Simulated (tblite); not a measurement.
C₄H₇BFO₂ (doublet state).
SMILES with atom numbers: `[CH3:1][CH2:2][C@@H:3]1[O:4][B:5][O:6][C@@H:7]1[F:8]` (hydrogens: H9, H10, H11 on C1; H12, H13 on C2; H14 on C3; H15 on C7)

Computed with GFN2-xTB (tblite), gas phase: L-BFGS steps from a force-field or distance-geometry start until the largest atomic force falls under 0.01 eV/Å.

The end geometry, which sets the zero of energy:
```
atom  x, y, z in Å
C1      2.0804    0.1657    0.0406
C2      0.7403   -0.4886    0.3505
C3     -0.3910    0.1781   -0.4234
O4     -0.5885    1.5272    0.0209
B5     -1.8730    1.6924    0.3766
O6     -2.6227    0.5583    0.1995
C7     -1.7819   -0.4714   -0.2013
F8     -1.7373   -1.4167    0.7934
H9      2.8662   -0.2872    0.6393
H10     2.3322    0.0440   -1.0107
H11     2.0361    1.2279    0.2656
H12     0.7604   -1.5474    0.0844
H13     0.5235   -0.4106    1.4173
H14    -0.1573    0.2195   -1.4937
H15    -2.1919   -0.9833   -1.0809
```

Problem. These geometries come from the run, each turned onto the end geometry. Order them by energy, lowest first.
A.
```
atom  x, y, z in Å
C1      2.0630    0.1793    0.0454
C2      0.7408   -0.5185    0.3386
C3     -0.3865    0.1609   -0.4290
O4     -0.5503    1.5112    0.0259
B5     -1.8211    1.6962    0.4130
O6     -2.5967    0.5801    0.2388
C7     -1.7883   -0.4588   -0.1981
F8     -1.7461   -1.4263    0.7732
H9      2.8328   -0.1536    0.7344
H10     2.3901   -0.0306   -0.9703
H11     1.9413    1.2537    0.1485
H12     0.7866   -1.5635    0.0296
H13     0.5130   -0.4822    1.4062
H14    -0.1534    0.1996   -1.4998
H15    -2.2297   -0.9395   -1.0782
```
B.
```
atom  x, y, z in Å
C1      2.0451    0.2311    0.0790
C2      0.7167   -0.4618    0.3404
C3     -0.3944    0.0705   -0.5536
O4     -0.5269    1.4555   -0.2109
B5     -1.6356    1.6329    0.5444
O6     -2.4237    0.5158    0.5696
C7     -1.8032   -0.4787   -0.2140
F8     -1.7614   -1.6425    0.4941
H9      2.7796   -0.1365    0.7839
H10     2.3970    0.0067   -0.9210
H11     1.9960    1.3091    0.1997
H12     0.8329   -1.5336    0.2092
H13     0.3950   -0.2636    1.3626
H14    -0.1691   -0.0219   -1.6220
H15    -2.4524   -0.6751   -1.0835
```
C.
```
atom  x, y, z in Å
C1      2.0166    0.2242    0.1149
C2      0.6597   -0.3942    0.3468
C3     -0.3935    0.0672   -0.6483
O4     -0.6397    1.4711   -0.4792
B5     -1.5531    1.5823    0.5279
O6     -2.0808    0.3559    0.8742
C7     -1.7275   -0.4936   -0.1855
F8     -1.6357   -1.7945    0.1796
H9      2.7289   -0.2089    0.8120
H10     2.3563    0.0513   -0.8981
H11     1.9521    1.2908    0.2952
H12     0.6852   -1.4828    0.3187
H13     0.3071   -0.0877    1.3375
H14    -0.1555   -0.1619   -1.6860
H15    -2.5245   -0.4112   -0.9316
```
D.
```
atom  x, y, z in Å
C1      2.0573    0.1951    0.0547
C2      0.7405   -0.5122    0.3467
C3     -0.3890    0.1240   -0.4625
O4     -0.5343    1.5002   -0.0868
B5     -1.7533    1.6904    0.4470
O6     -2.5312    0.5674    0.3978
C7     -1.8001   -0.4601   -0.1996
F8     -1.7532   -1.5277    0.6504
H9      2.8177   -0.1239    0.7615
H10     2.4105   -0.0122   -0.9530
H11     1.9018    1.2654    0.1489
H12     0.8139   -1.5740    0.1120
H13     0.5024   -0.4174    1.4079
H14    -0.1759    0.1003   -1.5333
H15    -2.3117   -0.8073   -1.1136
```
E.
```
atom  x, y, z in Å
C1      2.0751    0.1683    0.0452
C2      0.7389   -0.5048    0.3253
C3     -0.3905    0.1775   -0.4367
O4     -0.5726    1.5245    0.0235
B5     -1.8486    1.6928    0.4030
O6     -2.6088    0.5652    0.2269
C7     -1.7808   -0.4651   -0.1946
F8     -1.7249   -1.4138    0.7964
H9      2.8354   -0.2140    0.7202
H10     2.3900   -0.0146   -0.9793
H11     1.9826    1.2403    0.1960
H12     0.7662   -1.5584    0.0396
H13     0.5099   -0.4479    1.3900
H14    -0.1709    0.2318   -1.5096
H15    -2.2054   -0.9738   -1.0678
```

Solution. E (0.005 eV), A (0.010 eV), D (0.031 eV), B (0.116 eV), C (0.352 eV).

In the order of the answer:

```csv
step,E above end (eV),largest force (eV/Å),rms force component (eV/Å),rms distance from end (Å),rms bond change (Å),bond most changed (Å)
43,0.005,0.04,0.018,0.050,0.001,O4–B5 -0.001
35,0.010,0.08,0.031,0.076,0.001,O4–B5 -0.002
23,0.031,0.17,0.054,0.136,0.004,C7–F8 -0.007
15,0.116,0.42,0.151,0.243,0.007,O6–C7 +0.022
4,0.352,0.41,0.153,0.428,0.013,C3–C7 -0.032
```

What follows is the cost of the whole relaxation. The run took 0.37 s wall on Arm Neoverse V1, one thread, shared host with 32 logical CPUs at a one-minute load of 32.
